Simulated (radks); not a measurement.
Task: All-electron atom: Yb II in [Xe] 4f14 6s1. All-electron calculation, Dirac Kohn-Sham, PBEsol, spin-unpolarised, spherical densities, point nucleus. Program: a radial shooting solver on a logarithmic mesh with Libxc functionals. Some entries of the table are withheld. Estimate them.

| orbital | occ. | eigenvalue (eV) | r(max) (bohr) | <1/r> (bohr^-1) |
|---|---|---|---|---|
| 1s1/2 | 2 | -61151.85 | 0.01237 | 80.65 |
| 2s1/2 | 2 | -10360.20 | (1) | 19.47 |
| 2p1/2 | 2 | -9882.066 | 0.05297 | 19.44 |
| 2p3/2 | 4 | -8835.564 | 0.05939 | 16.69 |
| 3s1/2 | 2 | -2340.026 | 0.1997 | (2) |
| 3p1/2 | 2 | -2129.149 | 0.1875 | 7.049 |
| 3p3/2 | 4 | -1907.053 | 0.2008 | 6.343 |
| 3d3/2 | 4 | -1548.232 | 0.1581 | 6.233 |
| 3d5/2 | 6 | -1499.696 | 0.1618 | 6.062 |
| 4s1/2 | 2 | (3) | 0.4556 | 2.986 |
| 4p1/2 | 2 | (4) | 0.4569 | 2.876 |
| 4p3/2 | 4 | (5) | 0.4854 | 2.629 |
| 4d3/2 | 4 | -189.6622 | 0.4860 | 2.407 |
| 4d5/2 | 6 | -180.4983 | 0.4952 | 2.346 |
| 5s1/2 | 2 | -61.6801 | 1.072 | 1.105 |
| 5p1/2 | 2 | -38.6538 | 1.170 | 0.9666 |
| 5p3/2 | 4 | -32.5326 | 1.262 | 0.8787 |
| 4f5/2 | 6 | -10.5304 | (6) | 1.751 |
| 6s1/2 | 1 | -9.2625 | 3.066 | 0.3556 |
| 4f7/2 | 8 | -9.2121 | (7) | 1.715 |
| 5d3/2 | 0 | -6.6570 | 1.912 | 0.4840 |
| 5d5/2 | 0 | -6.3637 | 1.986 | 0.4649 |
| 6p1/2 | 0 | -5.8206 | 3.843 | 0.2795 |
| 6p3/2 | 0 | -5.3558 | 4.113 | 0.2618 |

Result: 
(1) 2s1/2 r(max) (bohr): 0.07078
(2) 3s1/2 <1/r> (bohr^-1): 7.133
(3) 4s1/2 eigenvalue (eV): -465.4595
(4) 4p1/2 eigenvalue (eV): -380.1891
(5) 4p3/2 eigenvalue (eV): -329.8393
(6) 4f5/2 r(max) (bohr): 0.4802
(7) 4f7/2 r(max) (bohr): 0.4859
